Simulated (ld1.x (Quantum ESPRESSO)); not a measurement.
## An odd input for ld1.x (Quantum ESPRESSO) 7.5 (C (Z = 6))

Command:

```bash
ld1.x < C.in > C.out
```

Input:

```
&input
   title='C', zed=6., rel=1, dft='PZ', iswitch=3,
   config='[He] 2s2 2p2',
   nld=2, rlderiv=1.85, eminld=-3.0, emaxld=5.0, deld=0.02
 /
 &inputp
   pseudotype=2, tm=.true., lloc=0,
   nlcc=.true., new_core_ps=.true.,
   file_pseudopw='C.UPF', file_wfcaegen='ae.wfc', file_wfcncgen='nc.wfc', file_beta='beta', file_chi='chi'
 /
2
2P  2  1   2.00   0.30  1.70  1.70  0.0
2S  1  0   2.00   0.00  0.85  0.85  0.0
 &test
   configts(1)='2s2 2p2'
 /
```

This is an input that runs to its end, with one change: an energy typed for the occupied state 2P.

Problem. How does the run end?

Solution. The program refuses the input: "ld1_readin: unbound states must be empty".

```
Program LD1 v.7.5

 %%%%%%%%%%%%%%%%%%%%%%%%%%%%%%%%%%%%%%%%%%%%%%%%%%%%%%%%%%%%%%%%%%%%%%%%%%%%%%
     Error in routine ld1_readin (1):
     unbound states must be empty
 %%%%%%%%%%%%%%%%%%%%%%%%%%%%%%%%%%%%%%%%%%%%%%%%%%%%%%%%%%%%%%%%%%%%%%%%%%%%%%

     stopping ...
```
